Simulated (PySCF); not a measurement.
**Al2H6O6**

Al2H6O6 is a molecule drawn as a unit of a network glass or zeolite (built as: Al Al, H ends, O bridges), neutral, singlet. The structure, one conformer, was relaxed in the gas phase by PBE0-D3(BJ)/def2-SVP. No frequency run checks that it is a minimum.

SMILES: [OH][Al-]1([OH])[OH+][Al-]([OH])([OH])[OH+]1

```xyz
14

O    -1.714   -2.091   -0.523
Al   -0.178   -1.370   -0.333
O     1.182   -2.378   -0.567
O     0.009   -0.283    1.148
Al    0.195    1.362    0.333
O     1.708    2.127    0.534
O    -1.195    2.331    0.557
O     0.042    0.271   -1.148
H    -2.549   -1.635   -0.415
H     1.077   -3.308   -0.769
H    -0.048   -0.500    2.079
H     2.557    1.696    0.435
H    -1.118    3.264    0.761
H     0.024    0.499   -2.078
```
Atom numbers follow the order of the file, from 1.

Shieldings: GIAO PBE0/pcSseg-1. Shifts are against computed references at the same level: H TMS (σ 31.27 ppm). Core levels by delta-SCF with SCAN, pcX-2 on the ionised atom and pcseg-1 elsewhere, spin-free X2C (2p3/2 is the spin-free 2p value less a third of a first-order spin-orbit splitting); from the vacuum level, for chosen atoms.

(1) Give the shieldings and core levels atom by atom.

(2) Which of O1, O3, O8 holds its core electrons tightest, and by how much against the loosest?

(3) By CAM-B3LYP/def2-SVPD (TDDFT singlets, Tamm-Dancoff triplets, ionisation by delta-SCF), where does absorption start, and what does vertical ionisation take?

Answers

(1) 
| atoms | bonded to | σ (ppm) | δ (ppm) | core level (eV) |
| --- | --- | --- | --- | --- |
| O1 | 1 Al + 1 H | 327.7 | - | 1s 537.71 |
| Al2 | 4 O | 501.1 | - | 2p3/2 80.85 |
| O3 | 1 Al + 1 H | 332.0 | - | 1s 537.70 |
| O4 O8 | 2 Al + 1 H | 303.9 | - | 1s 539.77 |
| Al5 | 4 O | 501.2 | - | 2p3/2 80.85 |
| O6 | 1 Al + 1 H | 327.4 | - | - |
| O7 | 1 Al + 1 H | 332.0 | - | - |
| H9 | 1 O | 30.48 | 0.78 | - |
| H10 | 1 O | 30.53 | 0.73 | - |
| H11 H14 | 1 O | 29.63 | 1.64 | - |
| H12 | 1 O | 30.44 | 0.82 | - |
| H13 | 1 O | 30.55 | 0.72 | - |

Values are those of this one static structure; atoms that internal rotation interchanges would show their mean in an NMR spectrum.

(2) O8 (bonded to 2 Al + 1 H), by 2.07 eV over O3 (bonded to 1 Al + 1 H).

(3) The first singlet with intensity lies at 7.61 eV (f 0.230); what lies below it is dark. The lowest singlet lies at 6.99 eV (f 0.000), the strongest of the first 6 at 7.61 eV (f 0.230), the lowest triplet at 6.75 eV; vertical ionisation takes 10.90 eV.
